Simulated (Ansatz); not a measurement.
`[F][Ge]([F])([F])[SH]` and `[F][Ge]([F])([F])[GeH3]` differ in one atom or group.

Ansatz, PBE0-D4/def2-TZVP geometries, multiplicity 1. Each molecule was computed in one conformer, which needn't be the lowest.

Scalar relativity is left out up to krypton.

| property | `[F][Ge]([F])([F])[SH]` |
| --- | --- |
| LUMO energy (B3LYP/def2-TZVPP) / eV | -1.78 |
| LUMO energy (ωB97M-V/def2-TZVPP) / eV | 0.68 |
| HOMO energy (PBE/def2-TZVPP) / eV | -7.54 |
| HOMO energy (PBE0/def2-TZVPP) / eV | -8.90 |
| size of the dipole moment (ωB97M-V/def2-TZVPP) / D | 2.56 |
| HOMO–LUMO gap (B3LYP/def2-TZVPP) / eV | 6.85 |

What does the change do to each property? (Estimate.)

Ansatz gave: 
| property | `[F][Ge]([F])([F])[GeH3]` | shift |
| --- | --- | --- |
| LUMO energy (B3LYP/def2-TZVPP) / eV | -1.20 | 0.58 |
| LUMO energy (ωB97M-V/def2-TZVPP) / eV | 1.07 | 0.39 |
| HOMO energy (PBE/def2-TZVPP) / eV | -8.24 | -0.70 |
| HOMO energy (PBE0/def2-TZVPP) / eV | -9.59 | -0.69 |
| size of the dipole moment (ωB97M-V/def2-TZVPP) / D | 4.17 | 1.61 |
| HOMO–LUMO gap (B3LYP/def2-TZVPP) / eV | 8.17 | 1.32 |

With PBE0 the HOMO falls by 0.69 eV and the LUMO rises by 0.58 eV, so the gap widens by about 1.27 eV. PBE moves the HOMO by -0.70 eV and ωB97M-V by -0.55 eV. The zero-point energy changes by 37.0 kJ/mol with +6 modes. Dipoles are sizes alone; their direction can turn.

B3LYP here is the variant with VWN-RPA as its local correlation; programs differ in this.
